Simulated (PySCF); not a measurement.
CH7ClFNSi2, SMILES [SiH2]([Si@@H](F)Cl)NC.

Coordinates come from a B3LYP-D3(BJ)/def2-SVP optimisation. The structure was generated by enumeration; whether it is a known compound was not checked. The values are those of a single conformer.

Vertical ionisation energy (IE) and electron affinity (EA) in eV. Rows of orbital energies are one-electron estimates. Where ΔSCF, EOM or ADC give a negative EA the extra electron is unbound and the value depends on the basis.

```
level                                           IE    EA
--------------------------------------------  ----  ----
−ε(HOMO), −ε(LUMO), M06-2X/def2-TZVP (PySCF)  8.36  0.01
−ε(HOMO), −ε(LUMO), PBE/def2-TZVP (PySCF)     5.68  1.64
```
